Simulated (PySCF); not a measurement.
# Solvent effects on NMR parameters

Mapped SMILES: `[CH3:1][N:2]=[P@:3]12[CH2:4][CH2:5][CH2:6][C@H:7]1[CH2:8][CH2:9][CH2:10]2` (H(Xn): hydrogen on atom n). Ha(C8), Ha(C9), Ha(C10) are cis to C6 on the ring; Ha(C4), Ha(C5), Ha(C6) are cis to C8 on the ring; Hb(C8), Hb(C9), Hb(C10) are trans to C6 on the ring; Hb(C4), Hb(C5), Hb(C6) are trans to C8 on the ring.

GIAO PBE0/pcSseg-1 in PySCF 2.14.0 with density-fitted response routines on one PBE0-D3(BJ)/def2-SVP conformer, non-relativistic, equivalent nuclei averaged. Solvents enter as an IEF-PCM continuum (chloroform with ε = 4.7, water with ε = 78.4) around the gas-phase geometry. Shifts are referred to TMS computed in the same medium.

Gas phase, δ in ppm: C7 35.0, C1 34.0, C6/C8 32.8, C4/C10 27.8, C5/C9 25.0, H(C1) 2.92, Hb(C4)/Hb(C10) 1.79, Hb(C6)/Hb(C8) 1.77, H(C7) 1.62, Hb(C5)/Hb(C9) 1.51, Ha(C5)/Ha(C9) 1.43, Ha(C4)/Ha(C10) 1.29, Ha(C6)/Ha(C8) 1.13. Dipole moment 3.43 D.

Question: How does each δ change in the continuum?

Answer: 
| atoms | environment | Δδ, chloroform | Δδ, water |
| --- | --- | --- | --- |
| C7 | sp3 CH bonded to P | +1.8 | +2.6 |
| C1 | methyl carbon bonded to N | +0.3 | +0.5 |
| C6/C8 | sp3 CH2 in a ring | +0.6 | +0.8 |
| C4/C10 | sp3 CH2 bonded to P | +0.8 | +1.2 |
| C5/C9 | sp3 CH2 in a ring | +0.7 | +1.0 |
| H(C1) | hydrogen on a methyl carbon bonded to N | -0.04 | -0.04 |
| Hb(C4)/Hb(C10) | hydrogen on an sp3 CH2 bonded to P | -0.06 | -0.12 |
| Hb(C6)/Hb(C8) | hydrogen on an sp3 CH2 in a ring | +0.02 | 0.00 |
| H(C7) | hydrogen on an sp3 CH bonded to P | +0.11 | +0.15 |
| Hb(C5)/Hb(C9) | hydrogen on an sp3 CH2 in a ring | +0.05 | +0.07 |
| Ha(C5)/Ha(C9) | hydrogen on an sp3 CH2 in a ring | +0.09 | +0.16 |
| Ha(C4)/Ha(C10) | hydrogen on an sp3 CH2 bonded to P | +0.20 | +0.31 |
| Ha(C6)/Ha(C8) | hydrogen on an sp3 CH2 in a ring | +0.09 | +0.15 |

Changes are relative to the gas phase. The dipole moment becomes 4.41 D in chloroform, 4.92 D in water.

Question: Which of the listed nuclei move most (in ppm), and what does the model miss? (N and O are left out, as their reference compounds move with the solvent too.)

Answer: C7 (sp3 CH bonded to P, +2.6 ppm) in water. A continuum only polarises the solute; specific hydrogen bonds, the anisotropy of aromatic solvents and changes of geometry or conformer are outside it.
